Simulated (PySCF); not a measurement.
# Basis-set dependence of LiSb⁺ at CCSD(T)

PySCF, UHF reference; quartet, unpaired electrons σ ↑, π ↑↑; De to Li⁺ + Sb without counterpoise correction. Frozen cores follow the default of each basis and core potential.

```csv
basis,relativity,functions,Re (Å),ωe (cm⁻¹),De (eV),frozen orbitals
def2-SVP,scalar-relativistic core potentials,35,3.027,191,0.39,4
cc-pVDZ/cc-pVDZ-PP,scalar-relativistic core potentials,37,2.963,229,0.51,4
aug-cc-pVDZ/aug-cc-pVDZ-PP,scalar-relativistic core potentials,55,2.972,217,0.49,4
```

Question: How does each smaller set differ from the one with most functions, aug-cc-pVDZ/aug-cc-pVDZ-PP?

Answer: def2-SVP: +5.5 pm, -12.0 % in ωe, -0.10 eV in De; cc-pVDZ/cc-pVDZ-PP: -0.9 pm, +5.5 % in ωe, +0.02 eV in De. All at CCSD(T); the set with most functions is neither the basis-set limit nor always the best.

Correlated steps freeze 4 core orbitals. Correlated levels converge slowly with the basis: in double zeta they bind strong bonds too weakly, by up to about 1 eV, and carry superposition errors of some tenths. These are scalar-relativistic numbers at best; spin–orbit coupling would shift them, the dissociation energy most. For an ion De counts to the pair picked by the measured ionisation energies or electron affinities, which need not be the lowest pair at this level. The state was picked by a PBE0 search and need not be the measured ground state.
